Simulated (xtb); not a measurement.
xtb input:

```bash
xtb mol.xyz --gfnff --opt tight --chrg 0 --uhf 0
```
mol.xyz:
```
8

C      1.57016806     0.10935887     0.04354161
Ge    -0.39011896    -0.02717096    -0.01081821
H      2.00580817    -0.84493376     0.33784636
H      1.87463486     0.86943540     0.76232925
H      1.95574568     0.38197652    -0.93833493
H     -0.82450154    -1.10119956    -1.02634043
H     -1.00980504     1.32062393    -0.42668975
H     -0.93908367    -0.41258511     1.37612256
```

Problem. Which total energy does the run end on?

Solution. -0.79997 Eh (GFN-FF).
